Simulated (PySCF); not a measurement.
# Electron correlation in Fe⁺ (iron, charge +1)

[Ar] 3d6 4s1, high-spin 6D determinant. Computed with PySCF 2.14 in aug-cc-pVDZ (7s6p4d2f, 59 functions), with no relativity, point nucleus. Frozen: [Ar]; 7 electrons correlated.

MP2 pair energies summed by pair of shells (mhartree):

| pair | energy | share (%) |
| --- | --- | --- |
| 3d-3d | -102.90 | 86.4 |
| 3d-4s | -16.21 | 13.6 |

Total MP2 correlation energy: -119.11 mhartree.

Same-spin part -72.64 and opposite-spin part -46.47 mhartree; SCS-MP2 scales them by 1/3 and 6/5 to -79.98 mhartree.
